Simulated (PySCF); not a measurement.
Radial density of Al²⁺ (aluminium, charge +2)

wB97X-V, [Ne] 3s1, 2S determinant. All numbers are calculated (PySCF 2.14, the non-relativistic Hamiltonian (point nucleus), in aug-cc-pwCVDZ (6s5p3d, 36 functions)).

| r (bohr) | 4πr²ρ (e/bohr) | 4πr²(ρα − ρβ) |
| --- | --- | --- |
| 0.00179 | 0.05360 | 0.0002 |
| 0.00301 | 0.1474 | 0.0005 |
| 0.00506 | 0.3943 | 0.0012 |
| 0.00851 | 1.021 | 0.0031 |
| 0.0143 | 2.484 | 0.0074 |
| 0.0241 | 5.465 | 0.0157 |
| 0.0405 | 10.13 | 0.0270 |
| 0.0681 | 14.21 | 0.0303 |
| 0.115 | 13.02 | 0.0106 |
| 0.193 | 8.675 | 0.0042 |
| 0.324 | 10.85 | 0.0794 |
| 0.545 | 11.90 | 0.0710 |
| 0.917 | 4.427 | 0.0199 |
| 1.54 | 0.7905 | 0.4410 |
| 2.59 | 0.4015 | 0.3983 |
| 4.36 | 0.02707 | 0.0271 |
| 7.34 | 9.266e-05 | 0.0001 |
